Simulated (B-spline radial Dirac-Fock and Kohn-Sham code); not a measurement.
# Dipole and non-dipole photoemission parameters of Os 3p3/2

System: atomic osmium in the configuration [Xe] 4f14 5d6 6s2; threshold 2457.0 eV (tabulated edge). Level of theory: Dirac-Hartree-Slater photoionisation with a Latter tail; cross sections with all multipoles, angular parameters from the dipole term and its interference with E2; a radial finite-basis atomic code.

Input of the calculation (task.json; shells as n, l, electrons):

```json
{"items": [{
  "Z": 76,
  "q": 0,
  "cfg": [[1, 0, 2], [2, 0, 2], [2, 1, 6], [3, 0, 2], [3, 1, 6], [3, 2, 10], [4, 0, 2], [4, 1, 6], [4, 2, 10], [4, 3, 14], [5, 0, 2], [5, 1, 6], [5, 2, 6], [6, 0, 2]],
  "A": 192,
  "rrms": 5.4126,
  "do": "xps",
  "hv": [51.4, 60, 60.1, 76.9, 80, 100, 150, 157.0, 184.0, 263.0, 300, 545.0, 1040.0, 1080.0, 1180.0, 1610.0, 1650.0, 2500.0, 3970.0, 4310.0, 4400.0, 7830.0, 8047.8, 9250.0, 9760.0, 9920.0, 12000, 12900.0, 13200.0, 15000],
  "edges": {"K": 73871.0, "L1": 12968.0, "L2": 12385.0, "L3": 10871.0, "M1": 3049.0, "M2": 2792.0, "M3": 2457.0, "M4": 2031.0, "M5": 1960.0, "N1": 658.2, "N2": 549.1, "N3": 470.7, "N4": 293.1, "N5": 278.5, "O1": 84.0}
}]}
```

Run with: `python xray2_run.py task.json out`

```
hν (eV)  σ (kb)      β       γ      δ
   2500     124  0.162  -0.319  0.157
   3970    57.4  1.517   0.029  0.013
   4310    49.2  1.565  -0.025  0.011
   4400    47.3  1.575  -0.034  0.011
   7830    14.1  1.692   0.236  0.021
 8047.8    13.2  1.692   0.269  0.022
   9250    9.57  1.689   0.454  0.026
   9760    8.42  1.685   0.533  0.028
   9920       ?      ?       ?      ?
  12000    5.09  1.663   0.862  0.036
  12900    4.24  1.652   0.988  0.039
  13200    4.00  1.648   1.029  0.040
  15000    2.88  1.624   1.264  0.046
```

Q: Give the values at 9920 eV.

A: σ = 8.09 kb, β = 1.684, γ = 0.557, δ = 0.029.
